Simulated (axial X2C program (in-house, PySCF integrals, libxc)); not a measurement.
# Outer orbitals of YSe⁺ at 2.349 Å, HF

Computed with an in-house all-electron X2C program for linear molecules (integrals from PySCF). Spin-free means the one-electron spin-free X2C Hamiltonian; two-component (2c) means X2C with spin–orbit coupling and atomic mean-field two-electron Coulomb and Gaunt terms, so the difference of the two also holds small scalar two-electron terms. Basis: Y dyall-cv3z [11s12p9d6f3g], Se dyall-cv3z [8s9p6d4f1g] (cores contracted in-house); Gaussian nuclei, density fitting, unrestricted open shells. Masses: Y 88.906 u, Se 79.917 u.

The distance is close to the 2c PBE0 minimum; the highest filled and lowest empty levels are listed.

Spin-free orbitals, state M_S = 0, Λ = 0 (closed shell) (Löwdin shares):

```tsv
symmetry	occupied	ε (eV)	atomic character
σα	yes	-26.46	65% Se s, 12% Y d, 11% Y p
σα	yes	-13.75	68% Se p, 16% Y d, 8% Y s
π+α	yes	-13.11	59% Se p, 26% Y d, 6% Y p
π-α	yes	-13.11	59% Se p, 26% Y d, 6% Y p
σα	no	-5.61	70% Y s, 19% Y p, 8% Y d
π+α	no	-4.01	61% Y p, 36% Y d, 2% Se p
π-α	no	-4.01	61% Y p, 36% Y d, 2% Se p
σα	no	-3.84	51% Y d, 38% Y p, 7% Se p
```

One partner of each degenerate Kramers or spin pair is listed.

Spinors with spin–orbit coupling (state Ω = 0):

| ω | occupied | ε (eV) | atomic character | λ mixture |
| --- | --- | --- | --- | --- |
| 1/2 | yes | -26.46 | 65% Se s, 12% Y d, 11% Y p | 100% σ |
| 1/2 | yes | -13.80 | 68% Se p, 16% Y d, 7% Y s | 92% σ, 8% π |
| 1/2 | yes | -13.19 | 60% Se p, 25% Y d, 5% Y p | 92% π, 8% σ |
| 3/2 | yes | -12.99 | 58% Se p, 28% Y d, 5% Y p | 100% π |
| 1/2 | no | -5.60 | 70% Y s, 19% Y p, 8% Y d | 100% σ |
| 1/2 | no | -4.02 | 60% Y p, 36% Y d, 2% Se p | 97% π, 3% σ |
| 3/2 | no | -3.99 | 61% Y p, 35% Y d, 2% Se p | 100% π |
| 1/2 | no | -3.83 | 51% Y d, 39% Y p, 7% Se p | 97% σ, 3% π |

One partner of each degenerate Kramers or spin pair is listed.

How does the gap between the highest filled and lowest empty level change from the spin-free to the 2c table?

From 7.50 to 7.39 eV at HF, a change of -0.11 eV.

Mulliken charges and populations of the two-component result (they depend on the basis, above all on diffuse functions):

Y 1.16 e (s 8.24 p 18.18 d 11.32 f 0.09 g 0.01), Se -0.16 e (s 7.88 p 16.22 d 10.05).

The state is one determinant whose occupation by symmetry is held fixed; it was picked as the lowest of a PBE0 search that is not exhaustive. The stretched end of a curve changes character and is left out.
